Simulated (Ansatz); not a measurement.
Start from `Cl[BH][SbH2]` and change one atom or group to get `OBCl`.

Ansatz, PBE0-D4/def2-TZVP geometries, multiplicity 1. Each molecule was computed in one conformer, which needn't be the lowest.

Elements past krypton have def2 core potentials.

| property | `Cl[BH][SbH2]` |
| --- | --- |
| HOMO energy (B3LYP/def2-TZVPP) / eV | -6.95 |
| HOMO–LUMO gap (ωB97M-V/def2-TZVPP) / eV | 9.11 |
| LUMO energy (ωB97M-V/def2-TZVPP) / eV | -0.05 |
| size of the dipole moment (PBE/def2-TZVPP) / D | 0.38 |
| LUMO energy (PBE0/def2-TZVPP) / eV | -2.04 |
| HOMO energy (PBE/def2-TZVPP) / eV | -6.10 |

Give the same properties after the change, and the shifts. (Estimate.)

Computed: 
```csv
property,`OBCl`,shift
HOMO energy (B3LYP/def2-TZVPP) / eV,-8.88,-1.93
HOMO–LUMO gap (ωB97M-V/def2-TZVPP) / eV,13.08,3.97
LUMO energy (ωB97M-V/def2-TZVPP) / eV,1.63,1.68
size of the dipole moment (PBE/def2-TZVPP) / D,1.17,0.79
LUMO energy (PBE0/def2-TZVPP) / eV,-0.39,1.65
HOMO energy (PBE/def2-TZVPP) / eV,-7.71,-1.61
```

With PBE0 the HOMO falls by 2.02 eV and the LUMO rises by 1.65 eV, so the gap widens by about 3.67 eV. PBE moves the HOMO by -1.61 eV and ωB97M-V by -2.29 eV. The zero-point energy changes by 5.3 kJ/mol with -3 modes. Dipoles are sizes alone; their direction can turn.

B3LYP here is the variant with VWN-RPA as its local correlation; programs differ in this.

Spin–orbit coupling is left out; it splits and shifts lone-pair levels of the heavy atoms by tenths of an eV.
